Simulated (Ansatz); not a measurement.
**Which isomer of H3SeSi gives these data?**

These gas-phase data were calculated for one isomer of H3SeSi at B3LYP-D3(BJ)/def2-SVP (harmonic, unscaled wavenumbers; equilibrium rotational constants with average atomic masses):

```
rotational constants            : 84.85, 4.031, 4.031 GHz
all wavenumbers above 1500 cm⁻¹ : 2225, 2224, 2206
dipole moment                   : 0.88 D (PBE0/def2-TZVPD)
```

Candidates:

(1) `[SiH2][SeH]`, a doublet
(2) `[SiH3][Se]`, a doublet

Which structure fits?

Candidate (2). 3 modes lie between 2000 and 2380 cm⁻¹, one for each Si–H bond, while (1) has 2.

The same quantities for all candidates:

|  | rotational constants (GHz) | wavenumbers above 1500 cm⁻¹ | dipole (D) | E above the lowest, B3LYP-D3(BJ)/def2-SVP (kcal/mol) |
| --- | --- | --- | --- | --- |
| (1) | 82.15, 4.203, 4.068 | 2407, 2199, 2151 | 0.68 | 8.0 |
| (2) | 84.85, 4.031, 4.031 | 2225, 2224, 2206 | 0.88 | 0.0 |

Harmonic stretches to hydrogen usually lie a few per cent above observed fundamentals. Each candidate is one conformer. Open shells are spin-unrestricted. Programs: Ansatz 0.2.0.
